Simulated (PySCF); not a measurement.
# Correlation energy of S⁺ (sulfur, charge +1)

[Ne] 3s1 3p4, high-spin 4P determinant (an excited configuration). Computed with PySCF 2.14 in aug-cc-pV(D+d)Z (5s4p3d, 32 functions), with the non-relativistic Hamiltonian (point nucleus). Frozen: [Ne]; 5 electrons correlated.

```csv
level,correlation energy (mhartree)
CCSD,-114.01
(T),-4.06
CCSD(T),-118.07
CCSDT,-119.80
```

Diagnostics: T1 = 0.016, D1 = 0.0423, largest double amplitude 0.224.

A double-excitation amplitude exceeds 0.15, a sign of near-degeneracy.

Cost of the coupled-cluster step: of the order of 0.17 core-seconds, for 5 correlated electrons.
